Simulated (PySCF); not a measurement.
## Ionisation energy of Mn by level of theory

Mn [Ar] 3d5 4s2 (6S) → Mn⁺ [Ar] 3d5 4s1 (7S), as a difference of total energies. Computed with PySCF 2.14 in aug-cc-pwCVTZ-DK with one added diffuse shell each of s, p, d, f, g type (11s10p8d5f4g, 152 functions), with the spin-free X2C one-electron Hamiltonian (Gaussian nucleus). Correlated levels: valence: [Ar] frozen; valence and next inner shell: [Ne] frozen; nothing frozen. The calculations carry no spin-orbit coupling.

```tsv
method	ionisation energy (eV)
UHF	6.022
LDA	7.570
PBE	7.240
PBE0	7.096
r2SCAN	6.944
MP2 (valence)	7.070
SCS-MP2 (valence)	7.303
MP2 (valence and next inner shell)	7.180
SCS-MP2 (valence and next inner shell)	7.309
MP2 (all electrons)	7.181
SCS-MP2 (all electrons)	7.309
```

How much does correlation contribute at MP2 (all electrons)?

7.181 − (6.022) = 1.159 eV, measured against UHF.

For comparison: 7.434 eV (measured; NIST Atomic Spectra Database, ionization energies).
